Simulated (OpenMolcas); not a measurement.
# Os2+: moving or changing the point charges

Os2+ among 5 point charges of -2 e arranged as a trigonal bipyramid (D3h), 2.09 Å from the ion, with the axial distance 2.466 Å.
```
   2.0900    0.0000    0.0000  -2.00
  -1.0450    1.8100    0.0000  -2.00
  -1.0450   -1.8100    0.0000  -2.00
   0.0000    0.0000    2.4662  -2.00
   0.0000    0.0000   -2.4662  -2.00
```

```yaml
Program: OpenMolcas
Method: "SS-CASPT2, IPEA 0.25 Eh, imaginary shift 0.1 Eh (closed shells correlated: 4f 5s 5p)"
Basis: ANO-RCC-VDZP [7s6p4d2f1g]
Scalar_Hamiltonian: DKH2, point nucleus
Active_space: 6 electrons in 5 orbitals (5d)
State_averaging: 2S+1 = 5 even, 5 roots; 2S+1 = 3 even, 45 roots; 2S+1 = 1 even, 50 roots
Spin-orbit_coupling: RASSI with atomic mean-field integrals over the reference wave functions
```

Runs around this geometry, states (labels of D3, the rotations of D3h). Energies in cm-1 above the lowest state or level, χT in cm3 K/mol.

```tsv
R (Å)	q (e)	Axial / equatorial distance	Ground state	First state of that spin	First gap with spin-orbit (degeneracies)	χT at 300 K	First state of another spin
2.09	-1	1.18	5E	5E 2460	72 (2, 1)	4.694	3A2 12870
2.09	-2	1.18	5E	5E 2670	4 (1, 1)	4.364	3A2 8820
2.26	-2	1.18	5E	5E 2670	3 (1, 1)	4.573	3A2 11250
2.09	-2	1.27	5E	5E 4200	150 (2, 1)	4.399	3A2 10960
```

Scaling the charges by -1 / -2 = 0.50 scales the first state of the same spin by 2460 / 2670 = 0.92; with fixed orbitals a first-order splitting would follow the charge.

Roots that are degenerate in the reference are averaged as groups; the widest CASPT2 spread within a group is 180 cm-1 (the 2-fold group of multiplicity 1 near 26200 cm-1 above the lowest state of its run, R = 2.26, q = -2, ratio = 1.18). Shifts and gaps below about the spread of the groups concerned are not significant. An orbital doublet at a regular site is open to a Jahn-Teller distortion, which this geometry leaves out. Point charges give a weaker field than real ligands, and real ions of this kind are as a rule low spin; the high spin found here belongs to the model. Free-ion shares, where given, are those of the reference states; single-state CASPT2 does not remix them. Spin-orbit coupling mixes the spin-free states strongly: the lowest level takes only 69 % from its leading state, 5E (figures for R = 2.09, q = -1, ratio = 1.18; the like holds for R = 2.09, q = -2, ratio = 1.18, R = 2.26, q = -2, ratio = 1.18). The ground term spreads over less than 5000 cm-1, several times less than with real ligands, so orbital moments are less quenched and χT lies further from the spin-only value than at real sites (holds for R = 2.09, q = -1, ratio = 1.18). This shell can be high or low spin here, a state of another spin lies low, and with metal d orbitals alone active their balance is uncertain, so the ground spin may be wrong (holds for R = 2.09, q = -2, ratio = 1.18). This is an electrostatic model: the charges have no orbitals. No measured value stands beside these numbers.
